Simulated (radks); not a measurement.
Spherical quantum dot in the effective-mass picture: electrons in a hard-walled sphere of radius 1.39, with a point charge +1 (a donor) at the centre, all in effective atomic units (hartree* = m*/eps^2 hartree, bohr* = eps/m* bohr), one dielectric constant everywhere. Calculated with a radial shooting solver with Libxc functionals: non-relativistic Kohn-Sham, LDA (Slater exchange, Perdew-Wang correlation), spin-polarised, spherical densities. Levels are named by radial order and angular momentum (1s, 1p, 1d, 2s, ...), and open shells are averaged over m.

N = 20, configuration 1s2 1p6 1d10 2s2. This is the lowest configuration that the search found. Occupied and some empty levels:

level  occupation  eigenvalue (hartree*)  <r> (bohr*)
1s              2                 21.147       0.7934
1p              6                 23.167       0.8913
1d             10                 26.012       0.9474
2s              2                 28.377       0.6392
1f              0                 29.639       0.9879
2p              0                 33.832       0.7306
1g              0                 33.996        1.019

Energy (hartree*): total 302.079, kinetic 146.97, external -26.183, Hartree 202.96, exchange-correlation -21.662. Static polarisability (adiabatic kernel): 0.7175 bohr*^3.
